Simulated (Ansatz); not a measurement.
Two isomers of CH7InOSi: A = `[OH][InH][CH2][SiH3]`, B = `[CH3][InH][O][SiH3]`.

Program: Ansatz. Geometries: PBE0-D4/def2-TZVP. ΔE: electronic, gas phase. CBS: MP2 limit from def2 TZ/QZ plus the TZ coupled-cluster correction, frozen cores. DFT in def2-TZVPP. Elements past krypton have def2 core potentials. For In outer-core shells are correlated without core-valence functions, which leaves a few kJ/mol of doubt a bond. One conformer a species, not always the lowest.

A:

```xyz
11

O     2.094   -1.188    1.060
In    0.528   -1.704   -0.062
C    -1.041   -0.228   -0.070
Si   -0.401    1.496   -0.356
H     2.007   -0.318    1.456
H     0.721   -3.226   -0.808
H    -1.525   -0.280    0.911
H    -1.784   -0.505   -0.822
H    -1.482    2.520   -0.367
H     0.567    1.861    0.716
H     0.317    1.573   -1.659
```

B:

Z-matrix (Å, degrees):
```
C
In 1 2.133
H 1 1.091 2 108.8
H 1 1.092 2 108.8 3 -117.6
H 1 1.089 2 112.1 3 121.6
O 2 2.006 1 110.8 3 49.7
H 2 1.705 1 140.1 3 -130.7
Si 6 1.619 2 137.4 1 -2.4
H 8 1.493 6 111.7 2 89.4
H 8 1.490 6 110.7 2 -150.4
H 8 1.497 6 112.0 2 -30.4
```

Question: Which is lower in electronic energy at CCSD(T)/CBS, and by how much? (An estimate is asked.)

Answer: Computed: B, by 23.8 kcal/mol.

Question: Give E(B) − E(A) in kcal/mol with PBE-D4, B2PLYP, ωB97M-V, LDA (SPW92), MP2/def2-TZVPP, BLYP-D4, r2SCAN-D4. (Best estimate.)

Answer: The calculation gave: PBE-D4 -21.0, B2PLYP -25.6, ωB97M-V -24.2, LDA (SPW92) -20.8, MP2/def2-TZVPP -24.8, BLYP-D4 -24.0, r2SCAN-D4 -24.0. None reverses the order clearly.

Largest T1 diagnostic: 0.015.

In def2-TZVPP, CCSD(T) changes the Hartree–Fock value by +5.6 kcal/mol (the triples alone add +0.8 kcal/mol) and MP2 by +5.4 kcal/mol. Leaving LDA and LC-ωPBE aside and taking each functional with its dispersion term where it has one, the values, not all of them listed here, spread over 6.2 kcal/mol, from BHLYP-D4 to revPBE-D4.
